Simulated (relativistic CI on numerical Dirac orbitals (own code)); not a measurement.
Sensitivity of the levels of Tb L to α and to the nuclear radius

These numbers are calculated, not measured: Dirac-Coulomb-Breit CI, separate exchange-only KLI orbitals for each configuration, derivatives by finite differences, unscaled Slater integrals, QED left out (own radial code, finite nucleus).

Configurations in the expansion (outside the closed core [Ne]): 3s²3p⁴, 3s3p⁵, 3s²3p³3d, 3p⁶, 3s3p⁴3d, 3p⁵3d, 3p⁴3d², 3p³3d³. Double excitations out of closed p, d and f shells are left out; levels of such configurations are missing from the list, as are those of other unlisted configurations, and high levels can miss mixing partners.

With x = (α/α₀)² − 1 an excitation energy changes as ω = ω₀ + qx; K = 2q/ω₀ is the relative enhancement. Terms are leading LS components, so labels can repeat. The field-shift factor is F = δν/δ⟨r²⟩ for the transition from the lowest level.

Lowest level 3s²3p⁴ ³P2.

```csv
Level,ω₀ (cm⁻¹),q (cm⁻¹),F (GHz/fm²)
3s²3p⁴ ¹S0,150070,9853,-1.34
3s²3p⁴ ³P1,1496448,1.773e+06,-138
3s²3p⁴ ¹D2,1567176,1.768e+06,-138
3s²3p³3d ³D°2,1608245,74030,11
3s²3p³3d ³D°1,1663605,96380,-14.7
3s²3p³3d ³F°3,1667896,82870,16.7
3s²3p³3d ³P°0,1668736,82700,15.8
3s²3p³3d ³F°4,1986510,427400,21.7
3s²3p³3d ³D°2,2022087,497600,-93.3
3s²3p³3d ³D°3,2173468,452600,18.3
3s²3p³3d ³D°1,2242019,473200,-7.09
3s3p⁵ ³P°2,2754181,1.92e+06,-2470
3s3p⁵ ¹P°1,2888918,1.926e+06,-1930
```

At this charge energies of transitions that change n are usually good to better than 1 %, and those within a shell (Δn = 0) to a few per cent.

Which transition from the lowest level has the largest |K|?

3s²3p⁴ ³P1 at 1496448 cm⁻¹, K = 2.37.
